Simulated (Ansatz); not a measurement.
Cost and result for the atomization energy of C₃H₇GaO, SMILES `C/C(O)=[CH]/[GaH2]` (12 atoms, 11 bonds).

```
atom   x (Å)   y (Å)   z (Å)
  C1   1.389   1.211  -0.695
  C2   0.363   0.185  -0.364
  O3   0.242  -0.699  -1.373
  C4  -0.350   0.136   0.781
 Ga5  -1.663  -1.210   1.161
  H6   1.112   1.731  -1.616
  H7   2.353   0.729  -0.878
  H8   1.495   1.935   0.111
  H9  -0.428  -1.358  -1.139
 H10  -0.134   0.923   1.496
 H11  -2.493  -1.277   2.481
 H12  -1.887  -2.306   0.035
```

Total charge 0; spin multiplicity 1. Correlated methods include outer-core shells of Ga, which these sets cover unevenly. Scalar relativity is left out up to krypton. Geometry: relaxed with PBE0-D4/def2-TZVP. It is one conformer, not always the lowest. Program: Ansatz. All runs use 4 threads of an Intel Xeon Platinum 8488C on a shared host. Times are those of one run each, without the atoms' runs, and a repeat can differ threefold. Electronic energies, without spin–orbit coupling; frozen cores. CCSD(T)/CBS adds CCSD(T) − MP2 in def2-TZVPP to the MP2 limit, and its time is that of the two runs behind it. T1 = 0.013. With those shells the extrapolation isn't a true limit. B3LYP takes the VWN-RPA correlation (the form of Gaussian; ORCA's B3LYP/G).

CCSD(T)/CBS is a level of theory with its own doubt, some kJ/mol a heavy atom from the limit and from the frozen cores, so smaller differences don't rank the functionals.

```csv
level,functions,wall time
PBE-D4/def2-TZVPP (with forces),270,2 s
PBE0-D4/def2-TZVPP,270,3.1 s
r2SCAN-D4/def2-TZVPP (with forces),270,4 s
B3LYP-D4/def2-TZVPP (with forces),270,4.3 s
B2PLYP/def2-TZVPP,270,4.8 s
ωB97X-V/def2-TZVPP,270,6 s
ωB97M-V/def2-TZVPP (with forces),270,8.5 s
MP2/def2-QZVPP,527,23 s
CCSD(T)/def2-TZVPP,270,2.7 min
CCSD(T)/CBS(def2),–,3.1 min
```

**Question.** What atomization energy does each give, and how far from CCSD(T)/CBS? (Best estimate.)

**Answer.** The calculation gave: 
```
                             level  atomization (kcal/mol)  difference from CCSD(T)/CBS  per bond
   PBE-D4/def2-TZVPP (with forces)                  1080.7                         22.3       2.0
                PBE0-D4/def2-TZVPP                  1061.8                          3.4       0.3
r2SCAN-D4/def2-TZVPP (with forces)                  1063.4                          5.0       0.5
 B3LYP-D4/def2-TZVPP (with forces)                  1054.7                         -3.7      -0.3
                 B2PLYP/def2-TZVPP                  1045.9                        -12.5      -1.1
                ωB97X-V/def2-TZVPP                  1059.1                          0.7       0.1
  ωB97M-V/def2-TZVPP (with forces)                  1058.5                          0.1       0.0
                    MP2/def2-QZVPP                  1065.6                          7.2       0.7
                CCSD(T)/def2-TZVPP                  1035.2                        -23.2      -2.1
                 CCSD(T)/CBS(def2)                  1058.4                          0.0       0.0
```

The D4 term adds +9.4 kcal/mol with B3LYP and +4.9 kcal/mol with PBE0; it sums over pairs of atoms, weighted by their polarisabilities, and B3LYP, whose exchange is more repulsive, gets the larger term. In def2-TZVPP, CCSD(T) changes the Hartree–Fock value by +267.7 kcal/mol (the triples alone add +16.5 kcal/mol) and MP2 by +284.5 kcal/mol; breaking electron pairs costs correlation energy, which Hartree–Fock lacks. From PBE to PBE0 (25 % exact exchange), in def2-TZVPP and without D4, the atomization energy moves by −18.0 kcal/mol: exact exchange takes away binding that semilocal exchange gives to molecules.
